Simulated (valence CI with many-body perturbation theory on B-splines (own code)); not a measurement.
**E1 transitions of Pm⁴⁶⁺**

Level of theory: relativistic CI+MBPT: five valence electrons over a frozen Dirac-Fock core [Ne], radial functions for each j: 11 s, 11 p, 10 d, 8 f, 5 g, 2 h, with the one-electron correlation potential Σ1, the two-electron term Σ2, the three-electron term Σ3, Breit, model QED; selected CI, second order for the rest, scaled by the run's own slope (own B-spline code, finite nucleus).

The last digits are not significant, and no measured levels were compared; by estimate large intervals hold to a few tenths of a per cent, small ones and those within an open d or f shell to about a per cent. Among the levels kept, up to 3200 cm⁻¹ of a level comes from second order outside the variational space, and about a tenth of that is noise between levels of different J, which matters for small intervals.

Lines 101 to 150 of 563 in falling wavelength, among levels below 748.22 eV, chosen from the strongest by gf and those to the six lowest levels. Wavelengths and rates use the calculated energies. Electric multipoles are in the length gauge with retardation, E1 and E2 with the static RPA response of the core. Weak lines are less certain than strong ones. Lines between different terms over intervals too small for the method are left out, as are lines whose strength nearly cancels. Where a level lies close to another of its J and parity, the split of strength between their lines is uncertain. The highest levels of a list are the least certain.

Levels are named by their leading jj configuration (3d3/2^4 stands for four electrons in 3d with j = 3/2), which in mixed levels can hold well under half, so a name can repeat and another be missing. Letters in brackets count levels of one name in rising energy.

```csv
λ vac (Å),Upper,Lower,A (s⁻¹),S (a.u.)
58.20,(3s 3p1/2^2 3d3/2 3d5/2) J=7/2 [b],(3s 3p1/2^2 3p3/2 3d3/2) J=5/2 [b],5.88e+10,4.57e-02
58.14,(3s 3p1/2^2 3d3/2 3d5/2) J=1/2,(3s 3p1/2^2 3p3/2 3d3/2) J=1/2 [b],4.86e+10,9.43e-03
57.97,(3s^2 3p3/2 3d3/2 3d5/2) J=5/2 [a],(3s^2 3p3/2^2 3d3/2) J=3/2 [a],2.56e+10,1.47e-02
57.82,(3s^2 3p1/2 3d5/2^2) J=5/2,(3s^2 3p1/2 3p3/2 3d5/2) J=7/2 [b],2.03e+10,1.16e-02
57.65,(3s 3p1/2^2 3d5/2^2) J=3/2,(3s 3p1/2^2 3p3/2 3d5/2) J=1/2,4.50e+10,1.70e-02
57.58,(3s 3p1/2^2 3d5/2^2) J=7/2,(3s 3p1/2^2 3p3/2 3d5/2) J=7/2 [b],2.49e+10,1.88e-02
57.45,(3s^2 3p1/2 3p3/2 3d5/2) J=3/2 [a],(3s^2 3p1/2 3p3/2^2) J=3/2,1.60e+10,5.98e-03
57.38,(3s^2 3p3/2 3d3/2 3d5/2) J=7/2 [b],(3s^2 3p3/2^2 3d3/2) J=7/2,2.28e+10,1.70e-02
57.36,(3s^2 3p1/2 3d3/2 3d5/2) J=5/2 [b],(3s^2 3p1/2 3p3/2 3d3/2) J=3/2 [b],2.82e+10,1.58e-02
57.35,(3s^2 3p1/2 3p3/2 3d3/2) J=3/2 [b],(3s^2 3p1/2 3p3/2^2) J=3/2,1.68e+10,6.24e-03
57.31,(3s^2 3p1/2 3p3/2 3d3/2) J=1/2 [b],(3s^2 3p1/2 3p3/2^2) J=3/2,2.63e+09,4.89e-04
57.26,(3s^2 3p1/2 3d3/2 3d5/2) J=5/2 [b],(3s^2 3p1/2 3p3/2 3d5/2) J=3/2 [a],1.65e+10,9.18e-03
57.19,(3s 3p1/2^2 3d5/2^2) J=9/2,(3s 3p1/2^2 3p3/2 3d5/2) J=7/2 [a],9.03e+10,8.34e-02
57.07,(3s 3p1/2 3p3/2^2 3d3/2) J=9/2,(3s^2 3p1/2 3p3/2 3d5/2) J=7/2 [b],2.83e+10,2.59e-02
57.04,(3s 3p1/2^2 3p3/2 3d3/2) J=3/2 [a],(3s^2 3p1/2^2 3d5/2) J=5/2,5.54e+08,2.03e-04
56.98,(3s^2 3p3/2 3d5/2^2) J=7/2 [b],(3s^2 3p3/2^2 3d5/2) J=5/2 [b],1.84e+11,1.34e-01
56.73,(3s 3p1/2^2 3p3/2 3d5/2) J=5/2 [a],(3s 3p1/2^2 3p3/2^2) J=5/2,4.83e+10,2.61e-02
56.69,(3s^2 3p3/2 3d5/2^2) J=5/2 [b],(3s^2 3p3/2^2 3d5/2) J=5/2 [b],2.50e+10,1.35e-02
56.66,(3s^2 3p1/2^2 3d5/2) J=5/2,(3s^2 3p1/2^2 3p3/2) J=3/2,6.47e+10,3.48e-02
56.35,(3s^2 3p1/2 3d3/2 3d5/2) J=7/2 [b],(3s^2 3p1/2 3p3/2 3d3/2) J=5/2 [b],4.74e+10,3.35e-02
56.33,(3s^2 3p3/2 3d5/2^2) J=5/2 [a],(3s^2 3p3/2^2 3d5/2) J=7/2,2.32e+10,1.23e-02
56.31,(3s 3p1/2^2 3d3/2 3d5/2) J=5/2 [b],(3s 3p1/2^2 3p3/2 3d3/2) J=3/2 [b],4.26e+10,2.25e-02
56.26,(3s^2 3p1/2 3p3/2 3d5/2) J=5/2 [a],(3s^2 3p1/2 3p3/2^2) J=3/2,8.98e+09,4.74e-03
55.88,(3s^2 3p1/2 3d3/2 3d5/2) J=7/2 [a],(3s^2 3p1/2 3p3/2 3d3/2) J=5/2 [a],6.51e+10,4.48e-02
55.80,(3s^2 3p1/2 3d3/2 3d5/2) J=5/2 [a],(3s^2 3p1/2 3p3/2 3d3/2) J=3/2 [a],4.20e+10,2.16e-02
55.77,(3s 3p1/2^2 3p3/2 3d3/2) J=7/2,(3s^2 3p1/2^2 3d5/2) J=5/2,4.52e+09,3.10e-03
55.76,(3s^2 3p1/2 3d3/2 3d5/2) J=3/2 [b],(3s^2 3p1/2 3p3/2 3d3/2) J=1/2 [b],4.47e+10,1.53e-02
55.72,(3s 3p1/2^2 3p3/2 3d5/2) J=1/2,(3s 3p1/2^2 3p3/2^2) J=1/2,1.26e+11,2.15e-02
55.66,(3s 3p1/2^2 3d3/2 3d5/2) J=3/2 [b],(3s 3p1/2^2 3p3/2 3d3/2) J=3/2 [b],3.58e+10,1.22e-02
55.54,(3s^2 3p3/2 3d5/2^2) J=5/2 [b],(3s^2 3p3/2^2 3d5/2) J=3/2,8.67e+10,4.40e-02
55.48,(3s^2 3p1/2 3d3/2 3d5/2) J=9/2,(3s^2 3p1/2 3p3/2 3d3/2) J=7/2,8.71e+10,7.34e-02
55.43,(3s 3p1/2^2 3d3/2 3d5/2) J=7/2 [a],(3s 3p1/2^2 3p3/2 3d3/2) J=5/2 [a],7.05e+10,4.74e-02
55.38,(3s^2 3p3/2 3d5/2^2) J=11/2,(3s^2 3p3/2^2 3d5/2) J=9/2,1.22e+11,1.23e-01
55.35,(3s 3p1/2 3p3/2^2 3d5/2) J=3/2 [a],(3s 3p1/2 3p3/2^3) J=3/2 [a],2.69e+10,9.00e-03
55.35,(3s^2 3p1/2 3d3/2 3d5/2) J=5/2 [a],(3s^2 3p1/2 3p3/2 3d3/2) J=5/2 [a],3.35e+10,1.68e-02
55.31,(3s 3p1/2 3p3/2^2 3d5/2) J=3/2 [b],(3s 3p1/2 3p3/2^3) J=5/2,2.75e+10,9.18e-03
55.31,(3s 3p1/2 3p3/2^2 3d5/2) J=1/2 [c],(3s 3p1/2 3p3/2^3) J=3/2 [b],7.29e+10,1.22e-02
55.26,(3s^2 3p1/2 3p3/2 3d5/2) J=3/2 [b],(3s^2 3p1/2 3p3/2^2) J=1/2,9.72e+10,3.24e-02
55.26,(3s 3p1/2^2 3d5/2^2) J=1/2 [b],(3s 3p1/2^2 3p3/2 3d5/2) J=3/2 [b],5.86e+10,9.76e-03
55.25,(3s^2 3p1/2 3d5/2^2) J=9/2,(3s^2 3p1/2 3p3/2 3d5/2) J=9/2,1.83e+10,1.52e-02
55.08,(3s^2 3p3/2 3d3/2 3d5/2) J=3/2 [b],(3s^2 3p3/2^2 3d3/2) J=3/2 [b],1.16e+11,3.83e-02
55.07,(3s 3p1/2 3p3/2^2 3d5/2) J=5/2 [d],(3s 3p1/2 3p3/2^3) J=5/2,3.13e+10,1.55e-02
55.04,(3s 3p1/2^2 3d5/2^2) J=5/2,(3s 3p1/2^2 3p3/2 3d5/2) J=7/2 [a],2.70e+10,1.33e-02
54.96,(3s 3p1/2 3p3/2^2 3d5/2) J=1/2 [c],(3s 3p1/2 3p3/2^3) J=1/2,9.93e+10,1.63e-02
54.86,(3s 3p1/2^2 3d5/2^2) J=5/2,(3s 3p1/2^2 3p3/2 3d5/2) J=3/2 [a],2.19e+10,1.07e-02
54.85,(3s 3p1/2 3p3/2^2 3d3/2) J=7/2 [b],(3s^2 3p1/2 3p3/2 3d5/2) J=5/2 [b],1.46e+10,9.53e-03
54.75,(3s 3p1/2 3p3/2^2 3d5/2) J=3/2 [d],(3s 3p1/2 3p3/2^3) J=3/2 [b],1.27e+11,4.12e-02
54.70,(3s^2 3p1/2 3p3/2 3d5/2) J=1/2,(3s^2 3p1/2 3p3/2^2) J=1/2,1.46e+11,2.37e-02
54.68,(3s^2 3p1/2 3d3/2 3d5/2) J=3/2 [a],(3s^2 3p1/2 3p3/2 3d3/2) J=3/2 [a],3.30e+10,1.06e-02
54.66,(3s 3p1/2^2 3p3/2 3d5/2) J=7/2 [a],(3s 3p1/2^2 3p3/2^2) J=5/2,1.12e+11,7.21e-02
```
